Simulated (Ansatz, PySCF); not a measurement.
TaOF3, SMILES [O]=[Ta]([F])([F])[F], multiplicity 1. Atoms are numbered in the order given.

```xyz
5

Ta     0.0000    -0.0001     0.0144
O      0.0000     0.0000    -1.7037
F      1.5586     0.9000     0.5641
F      0.0000    -1.7999     0.5640
F     -1.5586     0.9000     0.5641
```

Geometry: B3LYP-D3(BJ)/def2-SVP. The multiplicity is an assumed one; other spin states were not compared. The isomer is the one that the SMILES or the coordinates give; other isomers of the formula were not compared. The def2 effective core potentials stand for the cores of Ta; spin–orbit coupling is left out.

Two levels are set side by side: PBE-D3(BJ)/def2-SVP (Ansatz, a program for electronic structure) and B3LYP-D3(BJ)/def2-SVP (Ansatz). Each level has its own optimised geometry; the coordinates shown are those of the second. Frequencies come from the Hessian of PySCF at each geometry. Differences are taken from unrounded values.

```tsv
quantity	B3LYP-D3(BJ)
mean bond length (Å)	1.841
bond Ta1–O2 (Å)	1.718
bond Ta1–F3 (Å)	1.882
bond Ta1–F4 (Å)	1.882
bond Ta1–F5 (Å)	1.882
highest harmonic wavenumber (cm⁻¹)	1020
mean harmonic wavenumber (cm⁻¹)	462
zero-point energy (kcal/mol)	5.95
```

Question: What does PBE-D3(BJ) give, and how far is it from B3LYP-D3(BJ)? (Estimate from the structure and the level; the computed values follow.)

Answer: 
| quantity | PBE-D3(BJ) | PBE-D3(BJ) minus B3LYP-D3(BJ) |
|---|---|---|
| mean bond length (Å) | 1.847 | 0.006 |
| bond Ta1–O2 (Å) | 1.728 | 0.010 |
| bond Ta1–F3 (Å) | 1.887 | 0.005 |
| bond Ta1–F4 (Å) | 1.887 | 0.005 |
| bond Ta1–F5 (Å) | 1.887 | 0.005 |
| highest harmonic wavenumber (cm⁻¹) | 985 | -35 |
| mean harmonic wavenumber (cm⁻¹) | 451 | -12 |
| zero-point energy (kcal/mol) | 5.80 | -0.15 |

GGA bonds tend to be longer and softer than those of functionals with exact exchange. Differences between two approximate levels are no errors against the true value.
